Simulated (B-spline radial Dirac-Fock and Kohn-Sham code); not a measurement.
Level of theory: configuration-average Dirac-Fock orbitals; a radial B-spline solver.

Question: This computed X-ray form factor belongs to an atom or ion in its tabulated ground configuration. Which?

| sin θ/λ (Å⁻¹) | f₀ |
| --- | --- |
| 0.12 | 56.802 |
| 0.28 | 49.112 |
| 0.33 | 46.321 |
| 0.46 | 39.401 |
| 0.65 | 31.196 |
| 1.52 | 15.526 |
| 2.14 | 11.219 |
| 2.54 | 8.900 |
| 3.01 | 6.943 |

Answer: Dy⁷⁺, with 59 electrons in [Kr] 4d10 4f9 5s2 5p2. f₀ tends to the number of electrons as s goes to zero, which the first rows give only roughly, and the rate of fall reflects the nuclear charge, 66.

Question: This computed X-ray form factor belongs to an atom or ion in its tabulated ground configuration. Which?

```tsv
sin θ/λ (Å⁻¹)	f₀
0.3	15.821
0.6	15.304
0.7	15.065
0.9	14.506
1	14.191
1.4	12.779
1.6	12.028
2.5	8.945
3	7.682
```

Answer: Re⁵⁹⁺, with 16 electrons in [Ne] 3s2 3p4. f₀ tends to the number of electrons as s goes to zero, which the first rows give only roughly, and the rate of fall reflects the nuclear charge, 75.

Question: This computed X-ray form factor belongs to an atom or ion in its tabulated ground configuration. Which?

```csv
sin θ/λ (Å⁻¹),f₀
0.06,15.976
0.15,15.850
0.22,15.681
0.26,15.557
0.37,15.125
0.62,13.745
0.74,12.960
0.88,12.007
1.76,7.304
```

Answer: Pd³⁰⁺, with 16 electrons in [Ne] 3s2 3p4. f₀ tends to the number of electrons as s goes to zero, which the first rows give only roughly, and the rate of fall reflects the nuclear charge, 46.

Question: This computed X-ray form factor belongs to an atom or ion in its tabulated ground configuration. Which?

```tsv
sin θ/λ (Å⁻¹)	f₀
0.15	58.418
0.92	23.911
1.1	20.415
1.31	17.650
1.57	15.349
2.24	10.881
2.68	8.485
3.21	6.531
3.84	5.287
```

Answer: Ho⁴⁺, with 63 electrons in [Xe] 4f9. f₀ tends to the number of electrons as s goes to zero, which the first rows give only roughly, and the rate of fall reflects the nuclear charge, 67.
